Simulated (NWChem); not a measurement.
The numbers come from NWChem runs, not from measurements. System: H$_{2}$AlBr, charge 0, spin multiplicity 1, at a geometry optimised with PBE/def2-SVP. The structure started from a generated list of species. Level: PBE0/STO-3G.

Input file:

```
start mol
memory heap 200 mb stack 900 mb global 1100 mb
geometry units angstroms nocenter noautoz
  Al     0.000000     0.000000    -1.562107
  H     -1.410721     0.000000    -2.298630
  H      1.410721     0.000000    -2.298630
  Br     0.000000     0.000000     0.711561
  symmetry group C2v
end
basis spherical
  * library sto-3g
end
dft
  xc pbe0
  semidirect memsize 60000000 filesize 0
  iterations 100
end
task dft energy
```

Part of the output:

```
             Northwest Computational Chemistry Package (NWChem) 7.3.0
             --------------------------------------------------------

                                NWChem Input Module
                                -------------------

 Scaling coordinates for geometry "geometry" by  1.889725989
 (inverse scale =  0.529177249)

 Turning off AUTOSYM since
 SYMMETRY directive was detected!

                             Geometry "geometry" -> ""
                             -------------------------

 Output coordinates in angstroms (scale by  1.889725989 to convert to a.u.)

  No.       Tag          Charge          X              Y              Z
 ---- ---------------- ---------- -------------- -------------- --------------
    1 Al                  13.0000     0.00000000     0.00000000    -1.56210700
    2 H                    1.0000    -1.41072100     0.00000000    -2.29863000
    3 H                    1.0000     1.41072100     0.00000000    -2.29863000
    4 Br                  35.0000     0.00000000     0.00000000     0.71156100

 Effective nuclear repulsion energy (a.u.)     125.8732410890

            Nuclear Dipole moment (a.u.)
            ----------------------------
        X                 Y               Z
 ---------------- ---------------- ----------------
     0.0000000000     0.0000000000    -0.0000302356

      Symmetry information
      --------------------

 Group name             C2v
 Group number             16
 Group order               4
 No. of unique centers     3

      Symmetry unique atoms

     1    2    4


 Summary of "ao basis" -> "" (spherical)
 ------------------------------------------------------------------------------
       Tag                 Description            Shells   Functions and Types
 ---------------- ------------------------------  ------  ---------------------
 *                           sto-3g                   on all atoms

                                 NWChem DFT Module
                                 -----------------

 Summary of "ao basis" -> "ao basis" (spherical)
 ------------------------------------------------------------------------------
[...]
  ----- ------------  ---------------      ----- ------------  ---------------
    23      0.993798  4 Br py                19     -0.304294  4 Br py
     8      0.181122  1 Al py                15      0.101526  4 Br py
     4     -0.080412  1 Al py

 Vector   25  Occ=2.000000D+00  E=-1.677529D-01  Symmetry=b1
              MO Center= -1.7D-17, -3.6D-18,  4.7D-01, r^2= 1.9D+00
   Bfn.  Coefficient  Atom+Function         Bfn.  Coefficient  Atom+Function
  ----- ------------  ---------------      ----- ------------  ---------------
    22      0.987147  4 Br px                18     -0.300757  4 Br px
    10      0.197359  2 H  s                 11     -0.197359  3 H  s
    14      0.100325  4 Br px                 7     -0.030667  1 Al px
     3      0.025968  1 Al px

 Vector   26  Occ=0.000000D+00  E= 1.277282D-01  Symmetry=b2
              MO Center=  7.2D-20, -5.0D-17, -1.5D+00, r^2= 1.7D+00
   Bfn.  Coefficient  Atom+Function         Bfn.  Coefficient  Atom+Function
  ----- ------------  ---------------      ----- ------------  ---------------
     8      1.034079  1 Al py                 4     -0.414462  1 Al py
    23     -0.273040  4 Br py                19      0.076750  4 Br py
    15     -0.025540  4 Br py

 Vector   27  Occ=0.000000D+00  E= 1.888869D-01  Symmetry=a1
              MO Center=  7.1D-15, -5.2D-16, -1.2D+00, r^2= 2.8D+00
   Bfn.  Coefficient  Atom+Function         Bfn.  Coefficient  Atom+Function
  ----- ------------  ---------------      ----- ------------  ---------------
     6      1.048224  1 Al s                 24      0.633483  4 Br pz
    10     -0.543885  2 H  s                 11     -0.543885  3 H  s
     9      0.301113  1 Al pz                21     -0.291545  4 Br s
     2     -0.286091  1 Al s                 20     -0.165574  4 Br pz
     5     -0.118573  1 Al pz                 1      0.082661  1 Al s

 Vector   28  Occ=0.000000D+00  E= 3.653411D-01  Symmetry=a1
              MO Center= -4.3D-16, -7.2D-17, -1.8D+00, r^2= 2.1D+00
   Bfn.  Coefficient  Atom+Function         Bfn.  Coefficient  Atom+Function
  ----- ------------  ---------------      ----- ------------  ---------------
     9      1.120962  1 Al pz                10      0.497865  2 H  s
    11      0.497865  3 H  s                 24      0.451958  4 Br pz
     5     -0.396696  1 Al pz                 6     -0.298619  1 Al s
    21     -0.268468  4 Br s                 20     -0.109920  4 Br pz
     2      0.062587  1 Al s                 16      0.036500  4 Br pz

 center of mass
 --------------
 x =   0.00000000 y =   0.00000000 z =   0.17496730

 moments of inertia (a.u.)
 ------------------
         414.312821930977           0.000000000000           0.000000000000
           0.000000000000         428.637835995281           0.000000000000
           0.000000000000           0.000000000000          14.325014064304

     Multipole analysis of the density
     ---------------------------------

     L   x y z        total         alpha         beta         nuclear
     -   - - -        -----         -----         ----         -------
     0   0 0 0     -0.000000    -25.000000    -25.000000     50.000000

     1   1 0 0      0.000000      0.000000      0.000000      0.000000
     1   0 1 0      0.000000      0.000000      0.000000      0.000000
     1   0 0 1     -0.887573     -0.443772     -0.443772     -0.000030

     2   2 0 0    -22.581390    -18.397590    -18.397590     14.213791
     2   1 1 0      0.000000      0.000000      0.000000      0.000000
     2   1 0 1      0.000000      0.000000      0.000000      0.000000
     2   0 2 0    -18.597706     -9.298853     -9.298853      0.000000
     2   0 1 1      0.000000      0.000000      0.000000      0.000000
     2   0 0 2    -21.648030   -117.975379   -117.975379    214.302728

 Task  times  cpu:        0.2s     wall:        0.2s

 Total times  cpu:        0.3s     wall:        0.3s
```
